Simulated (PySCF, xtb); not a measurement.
SeClBr, SMILES Cl[Se]Br.

xtb with GFN2-xTB at its own geometry gives an orbital gap of 2.74 eV and a dipole moment of 4.69 D.

Coordinates come from a B3LYP-D3(BJ)/def2-TZVP optimisation.

**Question.** What does HF/def2-TZVPD (PySCF) give? (An estimate is asked for; the answer gives what the named calculation found.)

**Answer.** gap 10.00 eV (levels -9.82 and 0.18 eV), dipole 1.05 D.
